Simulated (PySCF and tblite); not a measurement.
Results of a calculation; reference values are marked as such.
1,2‐dimethoxybenzene, C₈H₁₀O₂, numbered as in [CH3:1][O:2][c:3]1[cH:4][cH:5][cH:6][cH:7][c:8]1[O:9][CH3:10].

Free energies: B3LYP-D3(BJ)/def2-SVPD (IEF-PCM, chloroform) on PBE0-D3(BJ)/def2-SVP structures plus GFN2-xTB thermal terms, symmetry and mirror images included. Conformers within 3 kcal/mol (GFN2-xTB free energy) were kept, 7 at most. Couplings: B3LYP/pcSseg-1 with pcJ-1 on H (gas phase; spin-dipole term only for pairs with B, N, F, Si or P). Couplings are for ¹H. Codes: tblite and PySCF.

Torsions listed: C1–O2–C3–C4, C3–C8–O9–C10. Of a mirror pair one member is shown.

| conformer | shape | weight % |
| --- | --- | --- |
| 1 | -2°, -178° | 86.9 |
| 2 | 122°, 179° | 12.8 |
| 3 | 113°, -67° | 0.3 |

(1) Give the couplings in each conformer and the averages at 298.15 K (pairs that fast motion interchanges averaged).

Thermal terms of a conformer that GFN2-xTB lacks, or places elsewhere, come from the nearest GFN2-xTB minimum; such a conformer stays in the set even outside the window.

## Answers

(1) 
```tsv
coupling	pairs	1	2	3	average (Hz)
²J(H1,H1)	6	-11.6	-11.5	-11.3	-11.6
³J(H4,H5)	2	8.9	8.9	8.8	8.9
⁴J(H4,H6)	2	1.0	1.1	1.2	1.0
³J(H5,H6)	1	8.4	8.3	8.3	8.4
```

Only couplings over up to 4 bonds are listed; longer-range ones, if any, are left out.
